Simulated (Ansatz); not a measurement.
A nudged elastic band was laid between two geometries of BH3O + BrH (7 atoms, charge 0, multiplicity 1).

Computed with RKS PBE0/def2-SVP (Ansatz 0.2.0).

* movable images: 7
* climbing image: yes
* spring: 5.0 eV/Å²
* optimiser: quadratic models (default)
* start path: through a guess of the saddle point
* force threshold: 0.03 eV/Å
* iteration limit: 60
* end points: relaxed

Initial state:

```xyz
7
Properties=species:S:1:pos:R:3
B -0.019 -0.390 -0.160
H 0.218 -0.374 1.035
O 0.937 -0.721 -1.042
H 1.786 -0.922 -0.635
H -1.110 -0.116 -0.600
Br 0.151 3.027 1.558
H -0.105 1.629 1.664
```

Final state:

```xyz
7
Properties=species:S:1:pos:R:3
B 0.273 0.514 -0.671
H -0.379 -0.116 3.032
O 1.414 -0.073 -1.052
H 1.294 -0.994 -1.309
H -0.793 -0.050 -0.657
Br 0.345 2.348 -0.121
H -0.296 0.504 2.598
```

(1) Which bonds break or form, and what moves?

(2) Give the energies along the band, and the barrier.

(3) What is the geometry of the highest image?

The band took 30 iterations and about 5 core-minutes.

## Answers

(1) Bonds broken: B1–H2, Br6–H7. Bonds formed: B1–Br6, H2–H7. BH3O + BrH becomes BBrH2O + H2.

(2) The forces met the threshold. The highest image is number 2 of 0 to 8, 14.9 kcal/mol above the first end and 29.7 kcal/mol above the last; the last end lies 14.8 kcal/mol below the first. The profile has 2 maxima (images 2, 5) with wells between them (image 3): this band takes more than one step, which may be the mechanism or a detour left from its start path. A vibrational analysis at the climbing image gives one clearly imaginary mode, 907i cm⁻¹: a first-order saddle point. The orbitals stay closed-shell, which can raise the energy where a bond breaks towards radicals; this wasn't checked here.

| image | path coordinate (Å) | energy (kcal/mol) | B1–H2 (Å) | Br6–H7 (Å) | B1–Br6 (Å) |
| --- | --- | --- | --- | --- | --- |
| 0 | 0.00 | 0.0 | 1.22 | 1.43 | 3.83 |
| 1 | 0.48 | 3.9 | 1.22 | 1.43 | 3.84 |
| 2 | 0.96 | 14.9 | 1.22 | 1.43 | 3.81 |
| 3 | 1.94 | -0.4 | 1.21 | 1.43 | 3.71 |
| 4 | 2.93 | 2.1 | 1.22 | 1.45 | 2.95 |
| 5 | 3.92 | 10.5 | 1.43 | 2.00 | 2.15 |
| 6 | 4.91 | -7.5 | 2.17 | 2.53 | 1.94 |
| 7 | 5.89 | -14.5 | 3.11 | 3.22 | 1.92 |
| 8 | 6.88 | -14.8 | 3.81 | 3.35 | 1.92 |

(3) 
```xyz
7
Properties=species:S:1:pos:R:3:forces:R:3
B 0.051 -0.325 -0.081 0.00 0.00 0.00
H 0.112 -0.168 1.132 0.00 0.00 0.00
O 1.182 -0.548 -0.773 0.00 0.00 0.00
H 1.633 -1.351 -1.022 0.00 0.00 0.00
H -1.018 -0.216 -0.648 0.00 0.00 0.00
Br -0.103 3.083 1.623 0.00 0.00 0.00
H 0.000 1.657 1.589 0.00 0.00 0.00
```

Run time: 5.2 min on 1 thread of Intel(R) Xeon(R) 6975P-C (Granite Rapids), with other jobs on the host, peak memory 0.19 GiB.
